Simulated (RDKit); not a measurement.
RDKit input (UFF):

```python
from rdkit import Chem
from rdkit.Chem import AllChem, rdDetermineBonds

mol = Chem.MolFromXYZFile('mol.xyz')
rdDetermineBonds.DetermineBonds(mol, charge=0)
print('SMILES', Chem.MolToSmiles(Chem.RemoveHs(mol)))
ff = AllChem.UFFGetMoleculeForceField(mol)
e0 = ff.CalcEnergy()
flag = ff.Minimize(maxIts=5000, forceTol=1e-5)
print(f'energy {e0:.4f} -> {ff.CalcEnergy():.4f} kcal/mol, converged: {flag == 0}')
print(Chem.MolToXYZBlock(mol))
```
mol.xyz:
```
6

F      1.62366900    -0.70877100     0.00655200
C      0.62960400     0.19732900    -0.01250100
C     -0.62960400    -0.19732900     0.01250100
F     -1.62366900     0.70877100    -0.00655200
H      0.96175400     1.22502700    -0.04851800
H     -0.96175400    -1.22502700     0.04851800
```

Output:

```
SMILES F/C=C/F
energy 2.3305 -> 0.2743 kcal/mol, converged: True
6

F      1.622268   -0.752729    0.007966
C      0.639530    0.184850   -0.012201
C     -0.639530   -0.184850    0.012201
F     -1.622268    0.752729   -0.007966
H      0.904360    1.236676   -0.048323
H     -0.904360   -1.236676    0.048323
```

The geometry given is a B3LYP-D3(BJ)/def2-TZVP minimum.
